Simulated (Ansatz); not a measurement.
Reaction R1 → P1 + P2, each structure at its B3LYP-D3(BJ)/def2-TZVP stationary point, reached from a drawn start (curvature not checked).
R1: F2OTi (SMILES [O]=[Ti]([F])[F]), charge 0, multiplicity 1.
P1, FOTi (SMILES [O]=[Ti][F]) (charge 0, multiplicity 2):
```xyz
3

Ti     0.06740     0.00465    -0.54816
O      1.48955    -0.00604     0.23811
F     -1.55695     0.00139     0.31015
```
P2: F atom, charge 0, multiplicity 2.

```csv
level,reaction energy (kcal/mol),cost
HF/def2-TZVPP,89.38,-
SVWN5/def2-TZVPP,172.63,×0.4
PBE/def2-TZVPP,152.68,×1
BLYP/def2-TZVPP,149.17,×1
revPBE/def2-TZVPP,146.71,×0.9
r2SCAN/def2-TZVPP,148.16,×2
B97M-V/def2-TZVPP,145.69,×2
B3LYP/def2-TZVPP,142.99,×0.7
wB97X-V/def2-TZVPP,144.31,×2
B2PLYP/def2-TZVPP,148.61,×2
MP2/def2-TZVPP,160.41,-
SCS-MP2/def2-SVP,152.24,-
CCSD(T)/def2-SVP,142.67,×1
"CCSD(T)/CBS(def2-TZVPP, def2-QZVPP)",148.31,×20*
```

P less R. No zero-point or thermal terms; singlets are restricted closed shells; open shells are unrestricted; no spin–orbit coupling. The spin states of the d-block species are the ones drawn and need not be the lowest.

Frozen-core correlation throughout. CBS: X⁻³ extrapolation of the correlation energy, Hartree–Fock from the larger set.

Codes used: Ansatz (Gaussian basis) for Hartree–Fock, density functionals and correlated methods. All values are computed, each at the level named.

Costs are rough ratios of core time to PBE/def2-TZVPP (about 20 s over the structures, on one shared machine); a dash marks a level with no comparable run of its own. A star marks coupled-cluster runs past 200 virtual orbitals, where the program's memory plan changes under this machine's limit, so their costs aren't comparable with smaller runs.

Ansatz is a program for electronic structure.
